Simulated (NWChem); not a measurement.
System: C4H3NOS; SMILES O=Cc1cncs1

NWChem input:

```
start job
memory heap 200 mb stack 900 mb global 1100 mb
geometry units angstroms noautoz
  O     -0.251402     2.648594     0.000000
  C      0.626201     1.821560     0.000000
  C      0.409070     0.376567     0.000000
  C      1.352527    -0.629804     0.000000
  N      0.869344    -1.896127     0.000000
  C     -0.433941    -1.878077     0.000000
  S     -1.169588    -0.321527     0.000000
  H      1.707518     2.110073     0.000000
  H      2.431447    -0.456098     0.000000
  H     -1.049986    -2.781238     0.000000
end
basis spherical
  O library 3-21g
  C library 3-21g
  N library 3-21g
  S library 3-21g
  H library 3-21g
end
dft
  xc xcamb88 1.00 lyp 0.81 vwn_5 0.19 hfexch 1.00
  cam 0.33 cam_alpha 0.19 cam_beta 0.46
  iterations 150
  mulliken
end
task dft gradient
```

Excerpt of the output:

```
             Northwest Computational Chemistry Package (NWChem) 7.3.0
             --------------------------------------------------------

 CS  symmetry detected

                             Geometry "geometry" -> ""
                             -------------------------

 Output coordinates in angstroms (scale by  1.889725989 to convert to a.u.)

  No.       Tag          Charge          X              Y              Z
 ---- ---------------- ---------- -------------- -------------- --------------
    1 O                    8.0000    -0.23662966     2.65393261     0.00000000
    2 C                    6.0000     0.63541960     1.82104466     0.00000000
    3 C                    6.0000     0.40862431     0.37753694     0.00000000
    4 C                    6.0000     1.34532607    -0.63512466     0.00000000
    5 N                    7.0000     0.85368030    -1.89818609     0.00000000
    6 C                    6.0000    -0.44945474    -1.87141558     0.00000000
    7 S                   16.0000    -1.17466963    -0.30997786     0.00000000
    8 H                    1.0000     1.71864297     2.10231558     0.00000000
    9 H                    1.0000     2.42538427    -0.46864213     0.00000000
   10 H                    1.0000    -1.07152943    -2.77043411     0.00000000

 Effective nuclear repulsion energy (a.u.)     332.2832278268

      Symmetry information
      --------------------

 Group name             Cs
 Group number              2
 Group order               2
 No. of unique centers    10

                                 NWChem DFT Module
                                 -----------------

 Summary of "ao basis" -> "ao basis" (spherical)
 ------------------------------------------------------------------------------
       Tag                 Description            Shells   Functions and Types
 ---------------- ------------------------------  ------  ---------------------
 O                           3-21g                   5        9   3s2p
 C                           3-21g                   5        9   3s2p
 N                           3-21g                   5        9   3s2p
 S                           3-21g                   7       13   4s3p
 H                           3-21g                   2        2   2s

      Symmetry analysis of basis
      --------------------------

        a'         58
        a"         15

            General Information
            -------------------
          SCF calculation type: DFT
          Wavefunction type:  closed shell.
          No. of atoms     :    10
          No. of electrons :    58
           Alpha electrons :    29
            Beta electrons :    29
          Charge           :     0
          Spin multiplicity:     1
          Use of symmetry is: on ; symmetry adaption is: on
          Maximum number of iterations: 150
          AO basis - number of functions:    73
                     number of shells:    43
          Convergence on energy requested:  1.00D-06
          Convergence on density requested:  1.00D-05
          Convergence on gradient requested:  5.00D-04

              XC Information
              --------------
                     Hartree-Fock (Exact) Exchange  1.000
                   CAM-Becke88 Exchange Functional  1.000
                      VWN V Correlation Functional  0.190 local
              Lee-Yang-Parr Correlation Functional  0.810

           Range-Separation Parameters
           ---------------------------
           Alpha           :  0.19
           Beta            :  0.46
           Gamma           :  0.33
           Short-Range HF  :     F

             Grid Information
             ----------------
          Grid used for XC integration:  medium
          Radial quadrature: Mura-Knowles
          Angular quadrature: Lebedev.
          Tag              B.-S. Rad. Rad. Pts. Rad. Cut. Ang. Pts.
          ---              ---------- --------- --------- ---------
          O                   0.60       49          11.0       434
          C                   0.70       49          11.0       434
          N                   0.65       49          10.0       434
          S                   1.00       88          10.0       590
          H                   0.35       45          12.0       434
          Grid pruning is: on
          Number of quadrature shells:   517
          Spatial weights used:  Erf1

      Superposition of Atomic Density Guess
      -------------------------------------

 Sum of atomic energies:        -675.26164642

      Non-variational initial energy
      ------------------------------

 Total energy =    -679.227661
 1-e energy   =   -1587.602984
 2-e energy   =     576.092096
 HOMO         =      -0.251423
 LUMO         =      -0.039458

      Symmetry analysis of molecular orbitals - initial
      -------------------------------------------------

  Numbering of irreducible representations:

     1 a'          2 a"

  Orbital symmetries:

[...]

                         DFT ENERGY GRADIENTS

    atom               coordinates                        gradient
                 x          y          z           x          y          z
   1 O      -0.447165   5.015205   0.000000    0.026492  -0.023616   0.000000
   2 C       1.200769   3.441275   0.000000   -0.030939   0.023526   0.000000
   3 C       0.772188   0.713441   0.000000   -0.036143  -0.003634   0.000000
   4 C       2.542298  -1.200212   0.000000   -0.016833  -0.031634   0.000000
   5 N       1.613222  -3.587052   0.000000    0.003492   0.013616   0.000000
   6 C      -0.849346  -3.536463   0.000000    0.004390   0.044693   0.000000
   7 S      -2.219804  -0.585773   0.000000    0.038705  -0.020326   0.000000
   8 H       3.247764   3.972800   0.000000    0.007814   0.005856   0.000000
   9 H       4.583312  -0.885605   0.000000    0.009447   0.000837   0.000000
  10 H      -2.024897  -5.235361   0.000000   -0.006425  -0.009319   0.000000
```

Level: CAM-B3LYP/3-21G. The geometry was optimised at PBE0/def2-SVP.
